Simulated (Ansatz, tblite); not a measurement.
Removing and adding an electron: `C[Si](C)(C)C#Cc1ccc(-c2ccc(-c3ccc(-c4ccc(-c5ccc(-c6ccc(C#C[Si](C)(C)C)[se]6)[se]5)[se]4)[se]3)[se]2)[se]1`. Total charge 0; singlet. Geometry: PBE-D4/def2-SVP. Ansatz, gas phase; energy differences of separate SCF runs; the oxidised species was run as a doublet alone; the reduced species was run as a doublet alone.

Cartesian coordinates in Å:
```
C -3.856 10.297 10.175
Si -1.966 10.319 10.211
C -1.314 12.013 9.678
C -1.330 9.884 11.938
C -1.355 9.047 9.020
C -0.936 8.193 8.225
C -0.499 7.223 7.311
C 0.791 6.736 7.088
C 0.910 5.733 6.098
C -0.276 5.358 5.462
C -0.442 4.373 4.426
C 0.536 3.835 3.589
C 0.089 2.870 2.657
C -1.276 2.576 2.682
C -2.021 1.658 1.870
C -3.404 1.520 1.740
C -3.850 0.518 0.848
C -2.851 -0.218 0.209
C -3.012 -1.294 -0.729
C -4.147 -2.080 -0.946
C -4.023 -3.089 -1.928
C -2.782 -3.179 -2.562
C -2.376 -4.107 -3.580
C -3.190 -4.854 -4.435
C -2.518 -5.703 -5.345
C -1.124 -5.689 -5.280
C -0.194 -6.442 -6.081
C -0.447 -7.608 -6.807
C 0.650 -8.143 -7.522
C 1.852 -7.441 -7.406
C 3.101 -7.725 -7.977
C 4.215 -7.957 -8.468
Si 5.866 -8.306 -9.218
C 7.203 -7.759 -7.998
C 5.989 -10.163 -9.550
C 6.016 -7.337 -10.836
Se 1.608 -5.912 -6.302
Se -0.554 -4.521 -3.902
Se -1.625 -1.829 -1.905
Se -1.144 0.369 0.787
Se -2.122 3.583 4.051
Se -1.727 6.364 6.140
H -4.248 9.303 10.470
H -4.238 10.529 9.161
H -4.267 11.052 10.878
H -1.667 12.802 10.373
H -1.662 12.269 8.658
H -0.205 12.028 9.675
H -0.221 9.872 11.962
H -1.690 8.885 12.254
H -1.682 10.630 12.681
H 1.645 7.113 7.669
H 1.869 5.250 5.860
H 1.581 4.173 3.633
H 0.764 2.396 1.928
H -4.099 2.180 2.282
H -4.916 0.347 0.637
H -5.061 -1.943 -0.350
H -4.833 -3.798 -2.153
H -4.284 -4.747 -4.421
H -3.051 -6.307 -6.094
H -1.435 -8.091 -6.791
H 0.587 -9.060 -8.124
H 8.213 -7.949 -8.417
H 7.117 -8.311 -7.040
H 7.120 -6.676 -7.777
H 5.192 -10.496 -10.246
H 6.970 -10.413 -10.005
H 5.887 -10.743 -8.611
H 5.224 -7.636 -11.552
H 7.001 -7.524 -11.312
H 5.920 -6.247 -10.656
```

The xTB rows come from tblite. Single mean-field runs in def2-SVP are fitted with def2-universal-jkfit.

(1) Estimate orbital energies and vertical ionisation energies and electron affinities at: GFN1-xTB; GFN2-xTB; PBE-D4/def2-SVP; PBE0-D4/def2-SVP.

## Answers

(1) 
| level | −HOMO (eV) | vertical IE (eV) | −LUMO (eV) | vertical EA (eV) | HOMO–LUMO gap (eV) | IE − EA (eV) |
| --- | --- | --- | --- | --- | --- | --- |
| GFN1-xTB | 10.05 | 11.28 | 8.70 | 7.48 | 1.35 | 3.81 |
| GFN2-xTB | 9.54 | 10.73 | 8.23 | 7.03 | 1.32 | 3.70 |
| PBE-D4/def2-SVP | 4.47 | 5.71 | 3.11 | 1.97 | 1.35 | 3.73 |
| PBE0-D4/def2-SVP | 5.21 | 6.06 | 2.69 | 1.91 | 2.52 | 4.14 |

 Raw xTB energy differences between charge states are shifted by several eV; the methods need an empirical correction for them. Sets without diffuse functions give affinities that are too small.
